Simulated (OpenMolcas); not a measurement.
## Worked example: vertical ionisation energy of CHClFNOSi (SMILES O=C=N[SiH](F)Cl)

CHClFNOSi has 7 atoms, charge 0, and is taken as a singlet. As SMILES, `O=C=N[SiH](F)Cl`. The shape is that of a PBE0-D4/def2-TZVP optimisation. This is one conformer, not always the lowest.

Both states at this one shape; open shells run unrestricted unless said. 1 Eh = 27.2114 eV.

```tsv
level	program	singlet CHClFNOSi (Eh)	doublet CHClFNOSi+ (Eh)	HOMO of the first (eV)
revPBE/6-31G* (spherical functions)	OpenMolcas	-1018.098469	-1017.698877	-7.72
M06-2X/6-31G* (spherical functions)	OpenMolcas	-1018.194075	-1017.757821	-10.61
```

Work out the vertical ionisation energy at each level.


1. revPBE/6-31G* (spherical functions): -1017.698877 − (-1018.098469) = 0.399592 Eh = 10.87 eV; −ε(HOMO) = 7.72 eV.
2. M06-2X/6-31G* (spherical functions): -1017.757821 − (-1018.194075) = 0.436254 Eh = 11.87 eV; −ε(HOMO) = 10.61 eV.

No measured value is set beside it here; the levels span 10.87 to 11.87 eV. In semi-local functionals −ε(HOMO) lies far under the ionisation energy, a result of self-interaction, while the difference of totals does much better.
